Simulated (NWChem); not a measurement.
# thiourea (CH₄N₂S); SMILES C(N)(N)=S

```xyz
8

N     -0.0176     1.1469    -1.0327
C      0.0000     0.0000    -0.3089
N      0.0176    -1.1469    -1.0327
S      0.0000     0.0000     1.3544
H      0.2329     1.1595    -2.0130
H      0.0783     2.0052    -0.5087
H     -0.2329    -1.1595    -2.0130
H     -0.0783    -2.0052    -0.5087
```
Atoms are numbered in this order, from 1.

Results from NWChem. The geometry was optimised at PBE0/def2-SVP. Level: PBE0/def2-SVP with SMD (1 M gas to 1 M solution), gas-phase geometry.

For solvent water:

```yaml
solvation free energy (kcal/mol): -11.8
cavity-dispersion-structure term (kcal/mol): 1.8
dipole in solution (D): 6.93
```

Question: Estimate the same quantities for solvent n-hexane.

Answer: 
| Property | Value |
|---|---|
| solvation free energy (kcal/mol) | -7.1 |
| cavity-dispersion-structure term (kcal/mol) | -1.2 |
| dipole in solution (D) | 5.91 |
